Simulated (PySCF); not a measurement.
H6O3Si2, SMILES O[Si](O)(O)[SiH3]. Atoms are numbered in the order given.

```xyz
11

O      0.5320    -1.4542    -1.0366
Si     0.0000     0.0000    -0.4505
O     -1.5254     0.2663    -1.0366
O      0.9934     1.1879    -1.0366
Si     0.0000     0.0000     1.8941
H      1.4549    -1.6847    -0.8781
H     -2.1865    -0.4176    -0.8781
H      0.7316     2.1023    -0.8781
H      1.3513    -0.3542     2.4341
H     -0.9824    -0.9931     2.4341
H     -0.3689     1.3474     2.4341
```
Charge 0, spin multiplicity 1.

Geometry optimised at r2SCAN-D4/def2-SVP. The values are those of a single conformer.

Two levels are set side by side: PBE/pcSseg-1 (PySCF) and B3LYP/pcSseg-1 (PySCF). GIAO shifts against H2O (¹⁷O), TMS (²⁹Si), TMS (¹H) at the same level; non-relativistic, no solvent, atoms listed together averaged. Differences are taken from unrounded values.

| quantity | B3LYP |
|---|---|
| δ(¹⁷O) of O1, O3, O4 (ppm) | 80.2 |
| δ(²⁹Si) of Si2 (ppm) | -33.8 |
| δ(²⁹Si) of Si5 (ppm) | -120.7 |
| δ(¹H) of H6, H7, H8 (ppm) | 2.29 |
| δ(¹H) of H9, H10, H11 (ppm) | 3.35 |

Task: What does PBE give, and how far is it from B3LYP? (An estimate is asked for; the answer gives what the named calculation found.)

Result: 
```csv
quantity,PBE,PBE minus B3LYP
"δ(¹⁷O) of O1, O3, O4 (ppm)",90.0,9.7
δ(²⁹Si) of Si2 (ppm),-30.3,3.5
δ(²⁹Si) of Si5 (ppm),-129.2,-8.5
"δ(¹H) of H6, H7, H8 (ppm)",2.33,0.03
"δ(¹H) of H9, H10, H11 (ppm)",3.45,0.10
```

Rough cost on one machine, each run with all the roots and properties that it gave: B3LYP against PBE within a factor of 2.
